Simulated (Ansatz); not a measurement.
The cluster Li2Si2⁺. Charge 1, multiplicity 2. Geometry PBE0-D4/def2-TZVP, basis def2-TZVP, Ansatz.

Cartesian coordinates in Å:
```
Li 0.337 1.533 1.483
Li 0.810 -1.858 -0.745
Si 0.020 0.697 -1.056
Si -1.166 -0.372 0.319
```

```
run  HOMO (eV)  LUMO (eV)
  A      -9.39      -8.58
  B     -10.27      -7.25
  C      -9.81      -7.71
  D     -11.86      -5.82
  E      -9.35      -8.28
  F     -10.17      -7.44
```

The structure comes from a short search, and lower isomers may exist.

HOMO and LUMO are taken over both spins.

Problem. The runs used LDA (SPW92), PBE, PBE0, r2SCAN0, r2SCANh, ωB97M-V. Estimate which is which.

Solution. A LDA (SPW92) (0 % exact exchange); B r2SCAN0 (25 % exact exchange); C r2SCANh (10 % exact exchange); D ωB97M-V (range-separated); E PBE (0 % exact exchange); F PBE0 (25 % exact exchange). Exact exchange lowers occupied and raises empty levels; among semilocal functionals meta-GGAs tend to open the gap a little, and such runs are hard to tell apart. The gap grows from 0.80 eV (LDA (SPW92)) to 6.04 eV (ωB97M-V).
